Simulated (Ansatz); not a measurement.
Stepwise reaction of `FB[SiH3]` with water, as a gas-phase model of exchange steps in deposition or etching. ΔE in kJ/mol; ΔG adds harmonic PBE0-D4 terms to CCSD(T)/CBS, at 1 bar.

Isolated molecules relaxed with PBE0-D4/def2-TZVP in Ansatz; ΔE leaves out vibrations. CCSD(T)/CBS is the MP2 limit (def2-TZVPP, def2-QZVPP) plus CCSD(T) − MP2 in def2-TZVPP, frozen cores. This one scheme is used for every species. Functionals use def2-TZVPP. B3LYP here is the variant with VWN-RPA as its local correlation; programs differ in this. Each species was taken in one conformer, which may not be the lowest.

| step | reaction | PBE-D4 | B3LYP-D4 | ωB97M-V | CCSD(T)/CBS | ΔG(600 K) |
| --- | --- | --- | --- | --- | --- | --- |
| 2 | `OB(F)[SiH3]` + H₂O → `O[SiH2]B(O)F` + H₂ | -54.5 | -63.2 | -62.1 | -59.8 | -56.8 |

Task: Give the row of step 1, `FB[SiH3]` + H₂O → `OB(F)[SiH3]` + H₂. (Estimate.)

Result: Computed: 
```csv
step,reaction,PBE-D4,B3LYP-D4,ωB97M-V,CCSD(T)/CBS,ΔG(600 K)
1,`FB[SiH3]` + H₂O → `OB(F)[SiH3]` + H₂,-138.6,-137.5,-138.3,-131.8,-119.5
```

Task: By hand: ΔE of the 2 steps together at CCSD(T)/CBS.

Result: (-131.8) + (-59.8) = -191.6 kJ/mol, or -95.8 kJ/mol a step.

In ΔE each step is higher than the one before. All are downhill at CCSD(T)/CBS. ΔG lies between -119.5 and -56.8 kJ/mol a step. PBE-D4 differs from CCSD(T)/CBS by -6.8 to 5.3 kJ/mol a step. Isolated molecules leave out the surface, adducts and barriers. Largest T1 diagnostic: 0.014.
